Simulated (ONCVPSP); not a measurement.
What one change does to a pseudopotential (tungsten, ONCV)

```json
{
  "Element": "W (Z = 74)",
  "Generator": "ONCVPSP 4.0.1",
  "Type": "optimised norm-conserving Vanderbilt (ONCV)",
  "Functional": "PBE",
  "Relativity": "scalar-relativistic",
  "Frozen core": "[Kr] 4d10 4f14",
  "Valence charge": "14",
  "Reference configuration": "5s2 5p6 5d4 6s2",
  "Partial waves": "5s+6s: rc 1.80 bohr, ncon 4, nbas 8, qcut 7.4 1/bohr, 2 projectors; 5p: rc 1.75 bohr, ncon 3, nbas 6, qcut 8.1 1/bohr, 2 projectors, debl 3.8 Ha; 5d: rc 2.80 bohr, ncon 4, nbas 9, qcut 4.8 1/bohr, 2 projectors, debl 3 Ha",
  "Local potential": "polynomial inside 1.20 bohr (lpopt 5, dvloc0 2 Ha)",
  "Core correction": "Teter function, fcfact 2, rcfact 1.8"
}
```

Change: all radii but the core radius scaled by about 0.88 (s 1.58, p 1.54, d 2.48 bohr); local potential polynomial inside 1.06 bohr (lpopt 5, dvloc0 2 Ha).

Cutoffs: the cutoffs (Ha) at which the residual kinetic energy of the hardest occupied pseudo-wave falls to 1 and 0.1 mHa per electron; they do not see the model core or the augmentation charge, which bear on the density cutoff. Errors are all-electron minus pseudo energies relative to the spin-unpolarised reference configuration.

How do hardness, ghosts and transferability respond?

The potential gets harder (20 Ha and 25 Ha → 23 Ha and 28 Ha); of the 4 tests that both files solve, the error grows in 0 and shrinks in 2 by more than 15 % and 0.3 meV (median size 25.3 → 19.4 meV); neither file shows a bound ghost. A smaller radius makes the pseudo-wave follow the all-electron one further in, where it bends more sharply, so more plane waves are needed.

| quantity | base | changed |
| --- | --- | --- |
| cutoff, loose | 20 Ha | 23 Ha |
| cutoff, tight | 25 Ha | 28 Ha |
| loose cutoff by channel | s 18 Ha, p 20 Ha, d 9.2 Ha | s 21 Ha, p 23 Ha, d 10 Ha |
| bound ghosts | none | none |
| GHOST(+) flags under 300 eV | s at 169.5 eV | s at 102.5 eV, d at 249.0 eV |
| error for 5s2 5p6 5d4 6s1, meV [ΔE 8.88 eV] | -7.0 | -6.1 |
| error for 5s2 5p6 5d4 6s0, meV [ΔE 24.56 eV] | -44 | -33 |
| error for 5s2 5p6 5d3 6s0, meV [ΔE 49.95 eV] | -87 | -80 |
| error for 5s2 5p6 5d5 6s1, meV [ΔE 1.54 eV] | +6.7 | -2.4 |
| rms error of d²Exc/dni dnj with the model core, mHa | 1.38 | 1.16 |
